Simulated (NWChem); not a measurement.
Molecule: C3H4F2; SMILES FC1(F)CC1

Computed with NWChem. Geometry: optimised at PBE0/def2-SVP. Level: PBE0/def2-SVP with SMD (1 M gas to 1 M solution), gas-phase geometry.

| solvent | dielectric constant | solvation free energy (kcal/mol) | cavity-dispersion-structure term (kcal/mol) | dipole in solution (D) |
|---|---|---|---|---|
| water | 78.4 | -0.3 | 3.1 | 2.42 |
| dichloromethane | 8.93 | -4.0 | -1.0 | 2.37 |
| methanol | 32.6 | -3.4 | -0.1 | 2.41 |
| ethyl acetate | 5.99 | -3.4 | ? | 2.34 |
| N,N-dimethylformamide | 37.2 | -3.1 | 0.3 | 2.42 |
| ethylene glycol | 40.2 | -1.6 | 1.8 | 2.42 |

Task: Complete the blanks.

Result: 
- ethyl acetate, cavity-dispersion-structure term (kcal/mol): -0.6
